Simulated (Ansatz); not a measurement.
A search over several starts for the lowest SCF solution of Ti₂N₂ at the given spin, in a small basis.

```yaml
crystal:
  periodic: [false, false, false]
  atoms:
    - {symbol: Ti, position_ang: [2.523718, -1.859749, -1.167849]}
    - {symbol: Ti, position_ang: [0.553103, 0.010396, -0.512688]}
    - {symbol: N, position_ang: [0.714349, -1.647971, -1.254269]}
    - {symbol: N, position_ang: [2.368030, -0.168675, -0.502894]}
basis:
  gaussian: {orbitals: def2-SVP, initial_orbitals: start.molden}
magnetization: {spin_polarized: true, initial_magnetization: 4}
hamiltonian: {xc: pbe0, dispersion: d4}
output: {orbitals: {seedname: orbitals}}
```

The file start.molden holds the orbitals of an earlier run on this structure, at another level or in another basis.

```sh
$ ansatz run in.yaml --threads 4 --pin off --events-out ev --progress --plain --max-ram 3916MiB
```

Output, abridged:

```
Functional definition: PBE0
  name "PBE0"
  cite "Adamo & Barone, J. Chem. Phys. 110, 6158 (1999) doi:10.1063/1.478522"
  cite "Perdew, Burke & Ernzerhof, Phys. Rev. Lett. 77, 3865 (1996) doi:10.1103/PhysRevLett.77.3865"
  parent pbe
  parameter a = 0.25
  parameter kappa = 0.804
  parameter beta = 0.06672455060314922
  exchange = (1 - a)*pbe_x(kappa = kappa, mu = beta*pi^2/3) + a*exact_x
  correlation = pbe_c(beta = beta)
984 factors; integrals over basis functions are off by at most 1.1e-3 eV
mean field evaluation 1: about -49184.2369 eV, gradient 2.9e0 eV
mean field evaluation 2: about -49184.3187 eV, gradient 1.3e-1 eV
mean field evaluation 4: about -49184.4066 eV, gradient 9.4e-3 eV
mean field evaluation 8: about -49184.4066 eV, gradient 2.6e-5 eV
mean field evaluation 16: about -49042.2315 eV, gradient 1.5e2 eV
mean field evaluation 32: about -49184.3563 eV, gradient 9.6e-3 eV
mean field evaluation 64: about -49184.1615 eV, gradient 9.3e-3 eV
mean field evaluation 96: about -49184.2122 eV, gradient 1.8e0 eV
mean field -49184.40660493 eV, -1807.4936043431 hartree, gradient 4.6e-6 eV, S^2 6.019464; 11 other end points of the search recorded, 0 dependent functions left out
reference -49184.40664442 eV, -1807.4936057941 hartree; 31, 27 occupied and 59, 63 virtual orbitals, 984 factors
Total energy: -49184.53233332 eV, -1807.4982247761 hartree
```

Hardware: 4 threads of Arm Neoverse V2 on a shared host. Wall time 21 s.

Other converged states that the search met: 0.05 eV higher (⟨S²⟩ = 6.10).

At PBE0-D4/def2-TZVP a broken-symmetry singlet of charge 0 lies 2.72 eV below the quintet, each at its own geometry. The structure comes from a short search, and lower isomers may exist.
